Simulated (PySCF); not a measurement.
In(H)(Br)(Et) (C2H6BrIn), SMILES C[CH2][InH][Br].

Geometry: PBE0-D3(BJ)/def2-SVP. The structure was generated by enumeration; whether it is a known compound was not checked. The def2 effective core potentials stand for the cores of In; spin–orbit coupling is left out. The values are those of a single conformer.

Method: IEF-PCM-ωB97X/def2-SVP (PySCF).

The values are the electrostatic part of the solvation free energy, E(continuum) − E(gas) at the gas-phase geometry, in a cavity of scaled van der Waals radii (PySCF's table); cavitation and dispersion terms are not included. A continuum can't describe solvent molecules that bind to the metal. In vacuum the orbital gap is 9.74 eV. The dipole moment in vacuum is 3.48 D.

```tsv
solvent	ε	ΔG(elec) (kcal/mol)	dipole (D)	gap (eV)
water	78.36	-6.6	4.58	10.24
1-octanol	9.86	-5.7	4.43	10.17
acetonitrile	35.69	-6.4	4.55	10.22
```
